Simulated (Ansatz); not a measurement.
Molecular dynamics of ClH₄NOSi

The input (input.yaml):

```yaml
crystal:
  periodic: [false, false, false]
  atoms:
    - { symbol: Si, position_ang: [-0.076628, -0.023805, 0.099281] }
    - { symbol: "N", position_ang: [0.014384, -0.106981, 1.811594] }
    - { symbol: H, position_ang: [-0.820023, 0.011387, 2.375732] }
    - { symbol: H, position_ang: [0.8214, 0.298429, 2.272478] }
    - { symbol: H, position_ang: [1.315202, -0.066048, -0.396892] }
    - { symbol: Cl, position_ang: [-0.928379, 1.714451, -0.663622] }
    - { symbol: O, position_ang: [-1.057644, -1.221565, -0.480553] }
    - { symbol: H, position_ang: [-0.931912, -2.075167, -0.040019] }
basis:
  gaussian: { orbitals: "6-31G*" }
hamiltonian:
  xc: b3lyp
md:
  timestep: 1.0
  n_steps: 150
  ensemble: nvt_nose_hoover
  temperature: 500.0
  initial_velocities: maxwell_boltzmann
  seed: 40529
```

Run as:

```bash
$ ansatz run input.yaml --threads 1 --pin off --max-ram 2048MiB --backend cpu --events-out ev --progress --plain --runs-dir out
```

It starts from a relaxed structure.

Output, in part (one step line in 3, the closing report, with atoms numbered from 0):

```
md step     0: t =     0.00 fs  T =   500.0 K  F+E_penalty+E_count = -24005.59939018 eV  E_kin = 0.387780 eV  conserved = -24005.21161019 eV  (25 SCF iters)
md step     3: t =     3.00 fs  T =   349.8 K  F+E_penalty+E_count = -24005.47558808 eV  E_kin = 0.271307 eV  conserved = -24005.20431244 eV  (28 SCF iters)
md step     6: t =     6.00 fs  T =   214.9 K  F+E_penalty+E_count = -24005.36722213 eV  E_kin = 0.166672 eV  conserved = -24005.20072561 eV  (28 SCF iters)
md step     9: t =     9.00 fs  T =   301.8 K  F+E_penalty+E_count = -24005.44411095 eV  E_kin = 0.234098 eV  conserved = -24005.21048005 eV  (28 SCF iters)
md step    12: t =    12.00 fs  T =   220.3 K  F+E_penalty+E_count = -24005.37479540 eV  E_kin = 0.170875 eV  conserved = -24005.20481550 eV  (28 SCF iters)
md step    15: t =    15.00 fs  T =   150.7 K  F+E_penalty+E_count = -24005.31603962 eV  E_kin = 0.116916 eV  conserved = -24005.20058501 eV  (28 SCF iters)
md step    18: t =    18.00 fs  T =   268.0 K  F+E_penalty+E_count = -24005.41544440 eV  E_kin = 0.207881 eV  conserved = -24005.20973579 eV  (28 SCF iters)
md step    21: t =    21.00 fs  T =   278.8 K  F+E_penalty+E_count = -24005.42070732 eV  E_kin = 0.216262 eV  conserved = -24005.20765855 eV  (28 SCF iters)
md step    24: t =    24.00 fs  T =   144.4 K  F+E_penalty+E_count = -24005.30767951 eV  E_kin = 0.111973 eV  conserved = -24005.20011134 eV  (29 SCF iters)
md step    27: t =    27.00 fs  T =   192.9 K  F+E_penalty+E_count = -24005.35141325 eV  E_kin = 0.149595 eV  conserved = -24005.20721731 eV  (28 SCF iters)
md step    30: t =    30.00 fs  T =   279.9 K  F+E_penalty+E_count = -24005.41856107 eV  E_kin = 0.217080 eV  conserved = -24005.20826565 eV  (28 SCF iters)
md step    33: t =    33.00 fs  T =   220.4 K  F+E_penalty+E_count = -24005.36294310 eV  E_kin = 0.170900 eV  conserved = -24005.20087520 eV  (29 SCF iters)
md step    36: t =    36.00 fs  T =   247.0 K  F+E_penalty+E_count = -24005.38651216 eV  E_kin = 0.191586 eV  conserved = -24005.20584887 eV  (26 SCF iters)
md step    39: t =    39.00 fs  T =   264.4 K  F+E_penalty+E_count = -24005.39946169 eV  E_kin = 0.205021 eV  conserved = -24005.20745112 eV  (30 SCF iters)
md step    42: t =    42.00 fs  T =   192.2 K  F+E_penalty+E_count = -24005.33538197 eV  E_kin = 0.149073 eV  conserved = -24005.20167282 eV  (29 SCF iters)
md step    45: t =    45.00 fs  T =   155.3 K  F+E_penalty+E_count = -24005.30676607 eV  E_kin = 0.120432 eV  conserved = -24005.20381457 eV  (29 SCF iters)
md step    48: t =    48.00 fs  T =   170.8 K  F+E_penalty+E_count = -24005.31820781 eV  E_kin = 0.132429 eV  conserved = -24005.20488518 eV  (30 SCF iters)
md step    51: t =    51.00 fs  T =   269.0 K  F+E_penalty+E_count = -24005.38967322 eV  E_kin = 0.208637 eV  conserved = -24005.20300354 eV  (29 SCF iters)
md step    54: t =    54.00 fs  T =   314.4 K  F+E_penalty+E_count = -24005.42130978 eV  E_kin = 0.243835 eV  conserved = -24005.20378057 eV  (26 SCF iters)
md step    57: t =    57.00 fs  T =   292.1 K  F+E_penalty+E_count = -24005.40017092 eV  E_kin = 0.226551 eV  conserved = -24005.20418988 eV  (28 SCF iters)
md step    60: t =    60.00 fs  T =   302.8 K  F+E_penalty+E_count = -24005.40315524 eV  E_kin = 0.234872 eV  conserved = -24005.20332567 eV  (28 SCF iters)
md step    63: t =    63.00 fs  T =   321.1 K  F+E_penalty+E_count = -24005.41300466 eV  E_kin = 0.249028 eV  conserved = -24005.20403092 eV  (28 SCF iters)
md step    66: t =    66.00 fs  T =   255.2 K  F+E_penalty+E_count = -24005.35419461 eV  E_kin = 0.197928 eV  conserved = -24005.20117663 eV  (28 SCF iters)
md step    69: t =    69.00 fs  T =   319.4 K  F+E_penalty+E_count = -24005.40271018 eV  E_kin = 0.247726 eV  conserved = -24005.20485376 eV  (28 SCF iters)
md step    72: t =    72.00 fs  T =   378.7 K  F+E_penalty+E_count = -24005.44439234 eV  E_kin = 0.293732 eV  conserved = -24005.20640608 eV  (29 SCF iters)
md step    75: t =    75.00 fs  T =   239.9 K  F+E_penalty+E_count = -24005.32258405 eV  E_kin = 0.186068 eV  conserved = -24005.19833924 eV  (28 SCF iters)
md step    78: t =    78.00 fs  T =   284.8 K  F+E_penalty+E_count = -24005.35883801 eV  E_kin = 0.220885 eV  conserved = -24005.20492090 eV  (28 SCF iters)
md step    81: t =    81.00 fs  T =   358.3 K  F+E_penalty+E_count = -24005.41248250 eV  E_kin = 0.277896 eV  conserved = -24005.20711609 eV  (28 SCF iters)
md step    84: t =    84.00 fs  T =   279.4 K  F+E_penalty+E_count = -24005.33598711 eV  E_kin = 0.216701 eV  conserved = -24005.19864015 eV  (28 SCF iters)
md step    87: t =    87.00 fs  T =   312.2 K  F+E_penalty+E_count = -24005.36054837 eV  E_kin = 0.242132 eV  conserved = -24005.20411890 eV  (28 SCF iters)
md step    90: t =    90.00 fs  T =   411.9 K  F+E_penalty+E_count = -24005.43538397 eV  E_kin = 0.319455 eV  conserved = -24005.20837983 eV  (28 SCF iters)
md step    93: t =    93.00 fs  T =   322.7 K  F+E_penalty+E_count = -24005.34816684 eV  E_kin = 0.250301 eV  conserved = -24005.19822080 eV  (28 SCF iters)
md step    96: t =    96.00 fs  T =   280.7 K  F+E_penalty+E_count = -24005.31212255 eV  E_kin = 0.217699 eV  conserved = -24005.20217600 eV  (28 SCF iters)
md step    99: t =    99.00 fs  T =   354.3 K  F+E_penalty+E_count = -24005.37051501 eV  E_kin = 0.274775 eV  conserved = -24005.20915719 eV  (28 SCF iters)
md step   102: t =   102.00 fs  T =   318.7 K  F+E_penalty+E_count = -24005.32586306 eV  E_kin = 0.247195 eV  conserved = -24005.19906797 eV  (30 SCF iters)
md step   105: t =   105.00 fs  T =   265.4 K  F+E_penalty+E_count = -24005.27678388 eV  E_kin = 0.205846 eV  conserved = -24005.19909258 eV  (28 SCF iters)
md step   108: t =   108.00 fs  T =   294.6 K  F+E_penalty+E_count = -24005.30255013 eV  E_kin = 0.228502 eV  conserved = -24005.20750786 eV  (28 SCF iters)
md step   111: t =   111.00 fs  T =   236.5 K  F+E_penalty+E_count = -24005.24399404 eV  E_kin = 0.183433 eV  conserved = -24005.19914607 eV  (27 SCF iters)
md step   114: t =   114.00 fs  T =   202.6 K  F+E_penalty+E_count = -24005.20853147 eV  E_kin = 0.157101 eV  conserved = -24005.19613592 eV  (29 SCF iters)
md step   117: t =   117.00 fs  T =   288.7 K  F+E_penalty+E_count = -24005.28004398 eV  E_kin = 0.223902 eV  conserved = -24005.20596274 eV  (29 SCF iters)
md step   120: t =   120.00 fs  T =   341.6 K  F+E_penalty+E_count = -24005.30992126 eV  E_kin = 0.264897 eV  conserved = -24005.20049277 eV  (28 SCF iters)
md step   123: t =   123.00 fs  T =   377.6 K  F+E_penalty+E_count = -24005.32324427 eV  E_kin = 0.292847 eV  conserved = -24005.19491804 eV  (28 SCF iters)
md step   126: t =   126.00 fs  T =   419.6 K  F+E_penalty+E_count = -24005.35714282 eV  E_kin = 0.325444 eV  conserved = -24005.20478886 eV  (28 SCF iters)
md step   129: t =   129.00 fs  T =   356.2 K  F+E_penalty+E_count = -24005.29666287 eV  E_kin = 0.276246 eV  conserved = -24005.20002459 eV  (28 SCF iters)
md step   132: t =   132.00 fs  T =   370.0 K  F+E_penalty+E_count = -24005.29443960 eV  E_kin = 0.286992 eV  conserved = -24005.19501450 eV  (28 SCF iters)
md step   135: t =   135.00 fs  T =   446.6 K  F+E_penalty+E_count = -24005.35403783 eV  E_kin = 0.346362 eV  conserved = -24005.20309141 eV  (28 SCF iters)
md step   138: t =   138.00 fs  T =   426.4 K  F+E_penalty+E_count = -24005.32977200 eV  E_kin = 0.330696 eV  conserved = -24005.20151405 eV  (28 SCF iters)
md step   141: t =   141.00 fs  T =   351.9 K  F+E_penalty+E_count = -24005.25918967 eV  E_kin = 0.272910 eV  conserved = -24005.19571165 eV  (27 SCF iters)
md step   144: t =   144.00 fs  T =   376.1 K  F+E_penalty+E_count = -24005.27741769 eV  E_kin = 0.291665 eV  conserved = -24005.20145714 eV  (28 SCF iters)
md step   147: t =   147.00 fs  T =   310.6 K  F+E_penalty+E_count = -24005.22158505 eV  E_kin = 0.240927 eV  conserved = -24005.20125353 eV  (28 SCF iters)
md step   150: t =   150.00 fs  T =   347.8 K  F+E_penalty+E_count = -24005.24312491 eV  E_kin = 0.269723 eV  conserved = -24005.19879021 eV  (25 SCF iters)
Total energy: -24005.24334557 eV, -882.1764216113 hartree
Atom 0 at    -0.137912    -0.007276     0.107804 Å, force     1.203245     0.248770    -0.530484 eV/Å
Atom 1 at     0.028216    -0.167235     1.813530 Å, force     2.227265     1.391546    -0.436220 eV/Å
Atom 2 at    -0.652660     0.026129     2.494693 Å, force    -1.847232    -0.144145     0.761188 eV/Å
Atom 3 at     0.736248     0.556277     2.061851 Å, force     0.045129    -0.870916    -0.093263 eV/Å
Atom 4 at     1.243031     0.052054    -0.498208 Å, force    -0.347724    -0.190735     0.555243 eV/Å
Atom 5 at    -0.906629     1.723877    -0.677803 Å, force    -0.547049     0.504686    -0.022182 eV/Å
Atom 6 at    -1.011987    -1.249519    -0.463150 Å, force    -0.761382     0.968978    -1.390386 eV/Å
Atom 7 at    -0.916258    -1.976924     0.111116 Å, force     0.027748    -1.908183     1.156105 eV/Å
Dipole moment:     0.139971    -0.173418     0.636984 e Å
```

All steps were run. The conserved energy stayed within 2.2 meV per atom of its start (net change 1.6 meV per atom), so the integration is sound. The mean temperature of the second half is 34 % below the set value. A run of 0.15 ps of so small a system gives no equilibrium averages.

The same pairs are bonded in the first frame and the last. Pairs count as bonded within 1.25 times the sum of covalent radii (0.12 Å more for H–H).

Last frame:

```xyz
8
Properties=species:S:1:pos:R:3
Si -0.138 -0.007 0.108
N 0.028 -0.167 1.813
H -0.653 0.026 2.495
H 0.736 0.556 2.062
H 1.243 0.052 -0.498
Cl -0.907 1.724 -0.678
O -1.012 -1.250 -0.463
H -0.916 -1.977 0.111
```

Time of the run: 6.4 min on 1 thread of AMD EPYC 7R43 64-Core Processor (Zen 3) (shared host), peak memory 0.16 GiB.
